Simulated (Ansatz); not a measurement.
A nudged elastic band was laid between two geometries of CH6OSi + FH + H2O (14 atoms, charge 0, multiplicity 1).

Computed with RKS B3LYP-D4/def2-SVP (Ansatz).

```json
{
 "movable images": "9",
 "climbing image": "yes",
 "spring": "5.0 eV/Å²",
 "optimiser": "quadratic models (default)",
 "start path": "through a guess of the saddle point",
 "force threshold": "0.05 eV/Å",
 "iteration limit": "60",
 "end points": "relaxed"
}
```

Initial state:

```xyz
14
Properties=species:S:1:pos:R:3
Si -0.069 -0.500 1.581
O 0.680 -0.544 0.064
C 0.163 -1.309 -1.021
H 0.027 0.902 2.065
H -1.468 -0.991 1.508
H 0.704 -1.374 2.512
H -0.903 1.559 -0.641
F -1.708 1.112 -0.361
H 0.925 1.090 -0.567
O 0.606 1.957 -0.912
H 0.112 -2.383 -0.769
H -0.838 -0.945 -1.302
H 0.843 -1.190 -1.878
H 0.926 2.615 -0.280
```

Final state:

```xyz
14
Properties=species:S:1:pos:R:3
Si -0.691 -0.207 1.823
O 0.962 -0.379 -0.244
C 0.571 -1.290 -1.246
H 0.575 0.437 2.246
H -1.662 -0.080 2.953
H -0.607 -1.643 1.471
H -0.638 1.774 -0.641
F -1.433 0.676 0.630
H 0.901 0.524 -0.625
O 0.151 2.045 -1.145
H 0.532 -2.298 -0.803
H -0.431 -1.062 -1.659
H 1.291 -1.319 -2.087
H 0.480 2.823 -0.673
```

Task: What changes between the two ends?

Result: Bonds broken: Si1–O2, H7–F8, H9–O10. Bonds formed: Si1–F8, O2–H9, H7–O10. CH6OSi + FH + H2O becomes CH4O + FH3Si + H2O.

Task: What energy profile does the band end with?

Result: It converged. The highest image is number 5 of 0 to 10, 0.52 eV above the first end and 0.75 eV above the last; the last end lies 0.23 eV below the first. A vibrational analysis at the climbing image gives 2 clearly imaginary modes (653i, 52i cm⁻¹): a point of higher order, so a lower path passes nearby. The orbitals stay closed-shell, which can raise the energy where a bond breaks towards radicals; this wasn't checked here.

```csv
image,path coordinate (Å),energy (eV),Si1–O2 (Å),H7–F8 (Å),H9–O10 (Å)
0,0.00,0.00,1.69,0.96,0.99
1,0.90,0.03,1.70,0.96,0.99
2,1.80,0.04,1.70,0.96,0.99
3,2.70,0.05,1.70,0.96,0.99
4,3.60,0.10,1.71,0.97,0.99
5,4.50,0.52,1.80,1.26,1.13
6,5.41,0.22,2.03,1.71,1.60
7,6.32,0.23,2.15,1.78,1.65
8,7.22,-0.06,2.51,1.86,1.74
9,8.13,-0.23,2.68,1.85,1.76
10,9.04,-0.23,2.65,1.86,1.77
```

Task: What is the geometry of the highest image?

Result: 
```xyz
14
Properties=species:S:1:pos:R:3:forces:R:3
Si -0.494 -0.250 1.416 0.00 0.00 0.00
O 0.155 -0.244 -0.266 0.00 0.00 0.00
C 0.533 -1.416 -0.976 0.00 0.00 0.00
H 0.373 0.312 2.492 0.00 0.00 0.00
H -1.966 -0.358 1.627 0.00 0.00 0.00
H -0.123 -1.722 1.554 0.00 0.00 0.00
H -0.502 2.015 -0.165 0.00 0.00 0.00
F -0.856 1.588 0.969 0.00 -0.01 0.00
H 0.147 0.869 -0.922 0.00 0.00 0.00
O -0.017 1.963 -1.160 0.00 0.00 0.00
H 0.925 -2.174 -0.282 0.00 0.00 0.00
H -0.328 -1.844 -1.518 0.00 0.00 0.00
H 1.317 -1.152 -1.704 0.00 0.00 0.00
H 0.836 2.412 -1.065 0.00 0.00 0.00
```

The run took 8.7 min on 4 CPU threads of a shared host.
